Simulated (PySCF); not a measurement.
Compound: 4-bromophenol, C6H5BrO.
Atom-mapped SMILES: `[OH:1][c:2]1[cH:3][cH:4][c:5]([Br:6])[cH:7][cH:8]1` (hydrogens: H9 on O1; H10 on C3; H11 on C4; H12 on C7; H13 on C8)

Computed by this run: PBE0-D3(BJ)/def2-SVP geometry optimisation, gas phase in PySCF 2.14.0; density fitting, grid level 2; the optimiser is geomeTRIC in internal coordinates, started from a GFN2-xTB structure.

Step 0: E = -78364.8488 eV
```
atom  x, y, z in Å  |  force x, y, z in eV/Å
O1     -2.5169    0.3511   -0.1826    0.193   0.029  -0.015
C2     -1.1759    0.1740   -0.0906   -0.678  -0.011   0.002
C3     -0.3446    1.1661   -0.6074   -0.210  -0.123   0.068
C4      1.0265    1.0289   -0.5370    0.012  -0.064   0.031
C5      1.5680   -0.1028    0.0505    0.853  -0.110   0.057
Br6     3.4614   -0.2954    0.1469   -0.259   0.031  -0.015
C7      0.7578   -1.0965    0.5689    0.048   0.034  -0.020
C8     -0.6158   -0.9557    0.4971   -0.083   0.107  -0.053
H9     -2.9814   -0.4001    0.2066    0.153   0.070  -0.035
H10    -0.7917    2.0366   -1.0594   -0.221   0.401  -0.209
H11     1.6725    1.7953   -0.9359    0.271   0.324  -0.169
H12     1.1924   -1.9727    1.0244    0.188  -0.365   0.190
H13    -1.2565   -1.7283    0.9007   -0.267  -0.323   0.167
```

Task: Estimate the geometry and energy of step 1. (The exact step hangs on the optimiser's Hessian estimate; all steps are aligned on step 0, rigid shifts and turns removed.)

Result: E = -78364.8777 eV, largest force 0.119 eV/Å
```
atom  x, y, z in Å  |  force x, y, z in eV/Å
O1     -2.5188    0.3600   -0.1865   -0.034  -0.019   0.008
C2     -1.1886    0.1728   -0.0905    0.070   0.044  -0.020
C3     -0.3508    1.1667   -0.6081   -0.033   0.048  -0.026
C4      1.0290    1.0286   -0.5374    0.060   0.043  -0.022
C5      1.5876   -0.1061    0.0524   -0.118   0.009  -0.005
Br6     3.4587   -0.2910    0.1472    0.108  -0.012   0.006
C7      0.7629   -1.1011    0.5707    0.064  -0.045   0.024
C8     -0.6198   -0.9599    0.4985   -0.079  -0.056   0.028
H9     -2.9749   -0.3918    0.2053   -0.027  -0.008   0.004
H10    -0.8037    2.0489   -1.0666    0.015  -0.029   0.015
H11     1.6792    1.8073   -0.9428   -0.026  -0.024   0.013
H12     1.2001   -1.9892    1.0325   -0.020   0.027  -0.014
H13    -1.2653   -1.7448    0.9075    0.022   0.022  -0.011
```

The energy changes by -0.0289 eV. The first-order estimate −F·Δx gives -0.0630 eV and the mean of the old and new forces, exact on a quadratic surface, -0.0290 eV. The step makes an angle of 30° with the force vector and moves no atom by more than 0.020 Å.

What follows is the cost of the whole optimisation. Hardware: one thread of an Intel Xeon Platinum 8559C, no GPU (shared host). Cost: 51 s wall, 0.76 GiB resident at most.
